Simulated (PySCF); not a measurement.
C₈H₇F₃.
Cartesian coordinates in Å at the GFN2-xTB level; atoms count from 1:
```
atom  x, y, z in Å
F1    -3.4551    0.7891    0.8853
C2    -2.8942   -0.1787    0.0948
C3    -1.3948   -0.0790    0.0558
C4    -0.6669   -1.0727   -0.5890
C5     0.7117   -1.0065   -0.6433
C6     1.3761    0.0596   -0.0503
C7     2.8816    0.1209   -0.0768
F8     3.3927   -0.5059   -1.1649
F9     3.3303    1.3994   -0.1299
C10    0.6548    1.0570    0.5892
C11   -0.7259    0.9872    0.6392
H12   -3.2129   -1.1451    0.5031
H13   -3.3199   -0.0503   -0.9083
H14   -1.1835   -1.9002   -1.0520
H15    1.2743   -1.7753   -1.1505
H16    3.3389   -0.3479    0.8132
H17    1.1722    1.8908    1.0389
H18   -1.2883    1.7638    1.1339
```

NICS = −σ at a ghost point: NICS(0) at the centroid of the ring atoms, NICS(1) 1 Å to either side along the normal of their mean plane, zz for the tensor component along that normal. Level: GIAO PBE0/pcSseg-1 (PySCF, non-relativistic, gas phase) on the GFN2-xTB geometry, one conformer.

Ring bond lengths (Å), with Mayer bond orders in brackets: C3–C4 1.390 (1.38), C4–C5 1.381 (1.45), C5–C6 1.389 (1.39), C6–C10 1.387 (1.40), C10–C11 1.383 (1.43), C11–C3 1.387 (1.42).

**Question.** Give the NICS values of each ring in ppm.

**Answer.** 
```tsv
ring	type	NICS(0)	NICS(1), two faces	NICS(1)zz, two faces	rms pucker (Å)	centre to ring atoms, mean (Å)
C3–C4–C5–C6–C10–C11	6-membered carbocycle; formal bonds all aromatic	-8.7	-11.4 / -11.4	-28.4 / -28.4	0.00	1.39
```

**Question.** What do they say, and how far can they be read as aromaticity?

**Answer.** 
- C3–C4–C5–C6–C10–C11: mean NICS(1)zz -28.4 ppm, shielded. The ring is flat and has no four-coordinate atom; by the NICS criterion it is aromatic.

**Question.** How equal are the bonds by HOMA? Use HOMA with the parameters of Krygowski (1993).

**Answer.** 
- C3–C4–C5–C6–C10–C11: HOMA 1.00 = 1 − EN − GEO, with mean bond length 1.386 Å, EN = α(Ropt − mean)² = 0.001 and GEO = α × variance = 0.003. The geometric and the magnetic index point the same way.

The run took about 1.8 min of CPU time (one thread, shared machine). This is the whole shielding run at PBE0/pcSseg-1, SCF included.
